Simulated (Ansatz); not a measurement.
Consider the hydrogenolysis of a Ge–O bond: `C[O][Ge]([CH3])([NH2])[F]` + H₂ → `[CH3][GeH]([NH2])[F]` + CH₃OH.

Computed with Ansatz on PBE0-D4/def2-TZVP structures; ΔE is electronic, products minus reactants. CBS: MP2 limit from def2 TZ/QZ plus the TZ coupled-cluster correction, frozen cores. This one scheme is used for every species. For Ge outer-core shells are correlated without core-valence functions, which leaves a few kJ/mol of doubt a bond. Scalar relativity is left out up to krypton. One conformer a species, not always the lowest.

`C[O][Ge]([CH3])([NH2])[F]`:

Cartesian coordinates in Å:
```
C -1.893 -0.919 0.734
O -0.490 -0.956 0.864
Ge 0.527 -0.118 -0.303
C 0.377 1.804 -0.307
N 2.186 -0.738 0.054
F -0.061 -0.640 -1.870
H -2.224 -1.288 -0.243
H -2.293 0.093 0.877
H -2.318 -1.560 1.509
H 0.635 2.198 0.676
H 1.054 2.226 -1.051
H -0.642 2.094 -0.560
H 2.911 -0.460 -0.591
H 2.231 -1.735 0.212
```

H₂:

Z-matrix (Å, degrees):
```
H
H 1 0.746
```

`[CH3][GeH]([NH2])[F]`:

```xyz
10

C    -0.298   -0.571   -1.334
Ge    0.093    0.658    0.104
N    -0.140   -0.155    1.712
F     1.773    1.122   -0.121
H    -0.106   -0.093   -2.295
H     0.342   -1.451   -1.249
H    -1.341   -0.885   -1.291
H    -0.677    1.985    0.117
H     0.011    0.425    2.524
H     0.342   -1.034    1.834
```

CH₃OH:

Z-matrix (Å, degrees):
```
C
O 1 1.409
H 1 1.097 2 112.4
H 1 1.090 2 107.0 3 -118.5
H 1 1.097 2 112.4 3 123.0
H 2 0.959 1 108.5 3 -61.6
```

| species | SCS-MP2/def2-TZVPP energy (Eh) |
| --- | --- |
| `C[O][Ge]([CH3])([NH2])[F]` | -2386.02249 |
| H₂ | -1.17094 |
| `[CH3][GeH]([NH2])[F]` | -2271.65778 |
| CH₃OH | -115.52242 |

Q: Work out ΔE.

A: ΔE = (-2271.65778) + (-115.52242) − (-2386.02249) − (-1.17094) = 0.01323 Eh = +34.7 kJ/mol. CCSD(T)/CBS gives +30.8 kJ/mol.

Largest T1 diagnostic among the species: 0.011.

In def2-TZVPP, CCSD(T) changes the Hartree–Fock value by +16.7 kJ/mol (the triples alone add +4.6 kJ/mol) and MP2 by +22.1 kJ/mol. The D4 term adds +12.2 kJ/mol with B3LYP and +6.9 kJ/mol with PBE0; it sums over pairs of atoms, weighted by their polarisabilities, and B3LYP, whose exchange is more repulsive, gets the larger term.

B3LYP here is the variant with VWN-RPA as its local correlation; programs differ in this.
